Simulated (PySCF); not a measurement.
# Computed records: C$_{2}$H$_{6}$OSi, CH$_{3}$ClSi, CH$_{7}$NSi$_{2}$, CH$_{6}$AlBSi and others

All values are calculated (PySCF 2.14.0). Calculation on a computer-drawn molecule: the log of a Hartree-Fock and frozen-core CCSD(T) single point meant for a local Hartree-Fock minimum, with one planted fault or none, to be diagnosed. Offsets are logged minus clean, where the clean run is the same molecule without the fault. The reference is restricted for singlets and unrestricted otherwise, and also for a bond in bohr or an excited solution. Adding or removing an electron swaps singlet and doublet. The excited solution moves the top pair (singlet) or top alpha electron (doublet) to the lowest empty orbital. Highest occupied and lowest empty are orbital energies over both spins, largest force is the largest gradient component, triples share is (T) over the correlation energy, the T1 limit is 0.02 restricted and 0.045 unrestricted, electrons count all cores, a negative frequency is imaginary (commonest isotopes), and the dipole is about the centre of nuclear charge.

Common to all runs: meant charge 0; meant basis cc-pV(D+d)Z; logged SCF converged yes; possible faults no fault, one electron removed, one electron added, multiplicity raised by two, geometry at a saddle point, SCF held on an excited solution, minimal basis STO-3G, one bond length entered in bohr, all coordinates scaled.

(1) 
```xyz
10
formula=C2H6OSi meant_multiplicity=1 logged_electrons=40 logged_basis_functions=95 logged_spin_squared=1.0873 logged_highest_occupied=-7.8306 logged_lowest_empty=2.278 logged_largest_force=0.0315 logged_T1_diagnostic=0.032142 logged_D1_diagnostic=0.14868 logged_triples_share=0.028273 logged_CC_converged=yes logged_dipole_magnitude=1.436 logged_SCF_stable_within_its_kind=yes logged_energy_HF=-442.86691 logged_energy_CCSD(T)=-443.44793 planted_fault=one_bond_length_entered_in_bohr,row_3_of_the_drawn_bonds HF_energy_offset_from_clean_run=58.15 CCSD(T)_energy_offset_from_clean_run=88.51
C     -2.0449    -0.2743     2.9283
Si    -0.8869    -1.0491     1.9708
C     -0.8157    -0.9390     0.0819
O     -2.7732     0.5233    -0.9606
H     -2.7934     0.3900     2.5108
H     -2.0725    -0.3918     4.0056
H      0.1485    -1.9320     2.5409
H     -0.7857    -1.9485    -0.3485
H      0.1230    -0.4648    -0.2123
H     -3.6079     0.1435    -0.7292
```

Units: logged_highest_occupied, logged_lowest_empty in eV; logged_largest_force in hartree/bohr; logged_dipole_magnitude in debye; logged_energy_HF, logged_energy_CCSD(T) in hartree; HF_energy_offset_from_clean_run, CCSD(T)_energy_offset_from_clean_run in kcal/mol.

Drawn bonds:
```
atom  other atom  order
   1           2      2
   2           3      1
   3           4      1
   1           5      1
   1           6      1
   2           7      1
   3           8      1
   3           9      1
   4          10      1
```

(2) 
```xyz
10
formula=C2H6OSi meant_multiplicity=1 logged_electrons=41 logged_basis_functions=95 logged_spin_squared=0.7744 logged_highest_occupied=1.3533 logged_lowest_empty=9.0172 logged_largest_force=0.041641 logged_T1_diagnostic=0.012133 logged_D1_diagnostic=0.040174 logged_triples_share=0.027579 logged_CC_converged=yes logged_dipole_magnitude=4.0644 logged_SCF_stable_within_its_kind=yes logged_energy_HF=-442.88317 logged_energy_CCSD(T)=-443.52063 planted_fault=one_electron_added HF_energy_offset_from_clean_run=47.94 CCSD(T)_energy_offset_from_clean_run=42.89
C     -2.0449    -0.2743     2.9283
Si    -0.8869    -1.0491     1.9708
C     -0.8157    -0.9390     0.0819
O     -1.8516    -0.1652    -0.4698
H     -2.7934     0.3900     2.5108
H     -2.0725    -0.3918     4.0056
H      0.1485    -1.9320     2.5409
H     -0.7857    -1.9485    -0.3485
H      0.1230    -0.4648    -0.2123
H     -2.6863    -0.5449    -0.2383
```

Units: logged_highest_occupied, logged_lowest_empty in eV; logged_largest_force in hartree/bohr; logged_dipole_magnitude in debye; logged_energy_HF, logged_energy_CCSD(T) in hartree; HF_energy_offset_from_clean_run, CCSD(T)_energy_offset_from_clean_run in kcal/mol.

Drawn bonds:
```
atom  other atom  order
   1           2      2
   2           3      1
   3           4      1
   1           5      1
   1           6      1
   2           7      1
   3           8      1
   3           9      1
   4          10      1
```

Notes: highest electron not bound in this basis.

(3) 
```xyz
6
formula=CH3ClSi meant_multiplicity=1 logged_electrons=39 logged_basis_functions=75 logged_spin_squared=0.7563 logged_highest_occupied=-17.937 logged_lowest_empty=-6.5987 logged_largest_force=0.076493 logged_T1_diagnostic=0.016067 logged_D1_diagnostic=0.068598 logged_triples_share=0.026826 logged_CC_converged=yes logged_dipole_magnitude=4.8495 logged_SCF_stable_within_its_kind=yes logged_energy_HF=-787.77236 logged_energy_CCSD(T)=-788.15069 planted_fault=one_electron_removed HF_energy_offset_from_clean_run=170.8 CCSD(T)_energy_offset_from_clean_run=198.8
C     -0.3283     0.9664     3.3949
Si     1.0664     1.8996     3.4672
Cl     1.0879     3.8831     3.9671
H     -1.3177     1.3505     3.6083
H     -0.2633    -0.0811     3.1219
H      2.4255     1.4360     3.1904
```

Units: logged_highest_occupied, logged_lowest_empty in eV; logged_largest_force in hartree/bohr; logged_dipole_magnitude in debye; logged_energy_HF, logged_energy_CCSD(T) in hartree; HF_energy_offset_from_clean_run, CCSD(T)_energy_offset_from_clean_run in kcal/mol.

Drawn bonds:
```
atom  other atom  order
   1           2      2
   2           3      1
   1           4      1
   1           5      1
   2           6      1
```

(4) 
```xyz
11
formula=CH7NSi2 meant_multiplicity=1 logged_electrons=48 logged_basis_functions=109 logged_spin_squared=0.9756 logged_highest_occupied=-7.6711 logged_lowest_empty=1.5315 logged_largest_force=0.017287 logged_T1_diagnostic=0.04701 logged_D1_diagnostic=0.19815 logged_triples_share=0.035887 logged_CC_converged=yes logged_dipole_magnitude=1.5359 logged_SCF_stable_within_its_kind=yes logged_energy_HF=-674.14599 logged_energy_CCSD(T)=-674.71165 planted_fault=one_bond_length_entered_in_bohr,row_6_of_the_drawn_bonds HF_energy_offset_from_clean_run=71.96 CCSD(T)_energy_offset_from_clean_run=79.62
C      1.1806    -0.8471    -1.9249
Si     0.5200    -0.7326    -0.3785
N     -0.3707     0.5825     0.2482
Si    -1.1044     0.8367     1.8060
H      1.1004    -0.0788    -2.6850
H      1.7292    -1.7383    -2.2087
H      0.7500    -2.7259     1.5368
H     -0.4879     1.3410    -0.4046
H     -0.8355    -0.3626     2.6250
H     -0.5384     2.0313     2.4716
H     -2.5655     1.0358     1.6792
```

Units: logged_highest_occupied, logged_lowest_empty in eV; logged_largest_force in hartree/bohr; logged_dipole_magnitude in debye; logged_energy_HF, logged_energy_CCSD(T) in hartree; HF_energy_offset_from_clean_run, CCSD(T)_energy_offset_from_clean_run in kcal/mol.

Drawn bonds:
```
atom  other atom  order
   1           2      2
   2           3      1
   3           4      1
   1           5      1
   1           6      1
   2           7      1
   3           8      1
   4           9      1
   4          10      1
   4          11      1
```

Notes: T1 above single-reference limit.

(5) 
```xyz
10
formula=CH6AlBSi meant_multiplicity=1 logged_electrons=44 logged_basis_functions=104 logged_spin_squared=2.2954 logged_highest_occupied=-7.5676 logged_lowest_empty=-1.1592 logged_largest_force=0.050246 logged_T1_diagnostic=0.041531 logged_D1_diagnostic=0.16957 logged_triples_share=0.034754 logged_CC_converged=yes logged_dipole_magnitude=2.5895 logged_SCF_stable_within_its_kind=yes logged_energy_HF=-596.72582 logged_energy_CCSD(T)=-597.16635 planted_fault=multiplicity_raised_by_two HF_energy_offset_from_clean_run=43.31 CCSD(T)_energy_offset_from_clean_run=54.81
C      1.3170     0.3619     1.4274
Si    -0.3465     0.7440     1.3447
B     -1.0318     2.2089     0.1561
Al    -3.0521     2.8713    -0.1206
H      2.0466     0.9053     0.8361
H      1.7286    -0.4213     2.0556
H     -1.2774    -0.0435     2.1821
H     -0.1466     2.7504    -0.4563
H     -3.9688     2.2277    -1.2433
H     -3.6591     4.0199     0.7890
```

Units: logged_highest_occupied, logged_lowest_empty in eV; logged_largest_force in hartree/bohr; logged_dipole_magnitude in debye; logged_energy_HF, logged_energy_CCSD(T) in hartree; HF_energy_offset_from_clean_run, CCSD(T)_energy_offset_from_clean_run in kcal/mol.

Drawn bonds:
```
atom  other atom  order
   1           2      2
   2           3      1
   3           4      1
   1           5      1
   1           6      1
   2           7      1
   3           8      1
   4           9      1
   4          10      1
```

(6) 
```xyz
9
formula=C2H5AlSi meant_multiplicity=1 logged_electrons=44 logged_basis_functions=99 logged_spin_squared=0 logged_highest_occupied=-4.4865 logged_lowest_empty=-2.3972 logged_largest_force=0.032646 logged_CC_converged=no logged_dipole_magnitude=1.2592 logged_SCF_stable_within_its_kind=no logged_energy_HF=-609.1786 planted_fault=SCF_held_on_an_excited_solution HF_energy_offset_from_clean_run=159.3
C     -2.1751     0.3756    -1.3853
Si    -1.5463    -0.8618    -2.3582
C      0.2462    -1.1365    -2.7431
Al     1.3243    -1.9748    -1.2447
H     -3.2337     0.4329    -1.1559
H     -1.5730     1.1899    -0.9958
H     -2.4351    -1.9389    -2.8379
H      0.7274    -0.1630    -2.9239
H      0.3478    -1.7318    -3.6605
```

Units: logged_highest_occupied, logged_lowest_empty in eV; logged_largest_force in hartree/bohr; logged_dipole_magnitude in debye; logged_energy_HF in hartree; HF_energy_offset_from_clean_run in kcal/mol.

Drawn bonds:
```
atom  other atom  order
   1           2      2
   2           3      1
   3           4      1
   1           5      1
   1           6      1
   2           7      1
   3           8      1
   3           9      1
```

Notes: CCSD not converged.

(7) 
```xyz
9
formula=CH5AlNSi meant_multiplicity=2 logged_electrons=44 logged_basis_functions=99 logged_spin_squared=0 logged_highest_occupied=-11.528 logged_lowest_empty=-7.1953 logged_largest_force=0.047223 logged_T1_diagnostic=0.020245 logged_D1_diagnostic=0.066952 logged_triples_share=0.034301 logged_CC_converged=yes logged_dipole_magnitude=10.929 logged_SCF_stable_within_its_kind=yes logged_energy_HF=-625.7689 logged_energy_CCSD(T)=-626.27852 planted_fault=one_electron_removed HF_energy_offset_from_clean_run=182.7 CCSD(T)_energy_offset_from_clean_run=181.4
C     -3.4416    -0.5920     1.2769
Si    -2.0203    -1.0545     0.4948
N     -0.4509    -0.4252     0.7241
Al     1.1371    -0.8205    -0.0335
H     -4.3776    -1.0812     1.0309
H     -3.4984     0.1827     2.0331
H     -1.9893    -2.1123    -0.5268
H     -0.4195     0.3071     1.4192
H      2.3709     0.0340     0.4919
```

Units: logged_highest_occupied, logged_lowest_empty in eV; logged_largest_force in hartree/bohr; logged_dipole_magnitude in debye; logged_energy_HF, logged_energy_CCSD(T) in hartree; HF_energy_offset_from_clean_run, CCSD(T)_energy_offset_from_clean_run in kcal/mol.

Drawn bonds:
```
atom  other atom  order
   1           2      2
   2           3      1
   3           4      1
   1           5      1
   1           6      1
   2           7      1
   3           8      1
   4           9      1
```

Notes: T1 above single-reference limit.

(8) 
```xyz
8
formula=CH4AlOSi meant_multiplicity=2 logged_electrons=46 logged_basis_functions=94 logged_spin_squared=0 logged_highest_occupied=-0.50417 logged_lowest_empty=6.5767 logged_largest_force=0.051957 logged_T1_diagnostic=0.018157 logged_D1_diagnostic=0.056619 logged_triples_share=0.030078 logged_CC_converged=yes logged_dipole_magnitude=8.6082 logged_SCF_stable_within_its_kind=yes logged_energy_HF=-645.92044 logged_energy_CCSD(T)=-646.46348 planted_fault=one_electron_added HF_energy_offset_from_clean_run=6.081 CCSD(T)_energy_offset_from_clean_run=-14.8
C     -1.4840     1.2279     1.5358
Si    -0.2732     1.1943     0.3678
O      0.7583    -0.0126     0.0781
Al     1.8003    -1.3520    -0.0342
H     -1.6977     0.4198     2.2252
H     -2.1127     2.1076     1.6224
H     -0.0205     2.3172    -0.5428
H      1.5643    -2.3308    -1.2671
```

Units: logged_highest_occupied, logged_lowest_empty in eV; logged_largest_force in hartree/bohr; logged_dipole_magnitude in debye; logged_energy_HF, logged_energy_CCSD(T) in hartree; HF_energy_offset_from_clean_run, CCSD(T)_energy_offset_from_clean_run in kcal/mol.

Drawn bonds:
```
atom  other atom  order
   1           2      2
   2           3      1
   3           4      1
   1           5      1
   1           6      1
   2           7      1
   4           8      1
```
